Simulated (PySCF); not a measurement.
C4H9S2 (SMILES CC(C)(C)S[S]), doublet, geometry from GFN2-xTB. Base run: HF/3-21G in PySCF.

Here is a job for PySCF.
```python
from pyscf import gto, scf

mol = gto.M(
    atom='''
C    -1.26784722   -1.33145306    0.19153941
C    -0.82684775   -0.05778155   -0.50922530
C    -0.10273150   -0.35577324   -1.81101154
C    -1.98270467    0.90887361   -0.71074882
S     0.37149531    0.84791148    0.62925997
S     1.86660400   -0.35855890    0.91132312
H    -0.40994909   -1.96744072    0.40395888
H    -1.77105387   -1.10216406    1.12889812
H    -1.95570209   -1.88521390   -0.44473108
H     0.21989726    0.56507879   -2.29306335
H    -0.76567524   -0.88867324   -2.49009822
H     0.77225735   -0.97744896   -1.62796688
H    -2.45375456    1.14868409    0.24000249
H    -1.63563018    1.83378981   -1.16615462
H    -2.72919166    0.46055227   -1.36349716
''',
    basis='3-21g',
    spin=1,
    verbose=4,
)

mf = scf.UHF(mol)
mf.kernel()
```

Each row names what was changed in the base input (with any setting that the change needs).

```json
[
 {"change": "base", "ΔE vs base (mEh)": "0.000", "fitting functions": "-", "dipole (D)": "3.25"},
 {"change": "auxbasis = cc-pvtz-jkfit", "ΔE vs base (mEh)": "0.066", "fitting functions": "828", "dipole (D)": "3.25"},
 {"change": "auxbasis = def2-tzvp-ri", "ΔE vs base (mEh)": "-3.929", "fitting functions": "665", "dipole (D)": "3.25"},
 {"change": "auxbasis = cc-pvqz-jkfit", "ΔE vs base (mEh)": "-0.019", "fitting functions": "1179", "dipole (D)": "3.25"},
 {"change": "auxbasis = even-tempered beta=3.0", "ΔE vs base (mEh)": "-2.708", "fitting functions": "304", "dipole (D)": "3.27"},
 {"change": "auxbasis = cc-pvdz-jkfit", "ΔE vs base (mEh)": "0.261", "fitting functions": "711", "dipole (D)": "3.25"},
 {"change": "auxbasis = def2-universal-jkfit", "ΔE vs base (mEh)": "0.141", "fitting functions": "718", "dipole (D)": "3.25"},
 {"change": "auxbasis = def2-svp-ri", "ΔE vs base (mEh)": "544.0", "fitting functions": "442", "dipole (D)": "3.23"},
 {"change": "exchange = seminumerical (SGX) (with mf = sgx.sgx_fit(mf, auxbasis='def2-universal-jfit'); with mf.with_df.dfj = True)", "ΔE vs base (mEh)": "-0.924", "fitting functions": "397", "dipole (D)": "3.25"},
 {"change": "auxbasis = def2-universal-jfit", "ΔE vs base (mEh)": "4578.7", "fitting functions": "397", "dipole (D)": "3.26"}
]
```

A fitting set is made for a task (jfit for Coulomb, jkfit for Coulomb and exchange, ri for correlation) and for a family of orbital bases.

Open shells are given as the SCF converged; they aren't shown to be the lowest states, and a large step between rows can be another state.
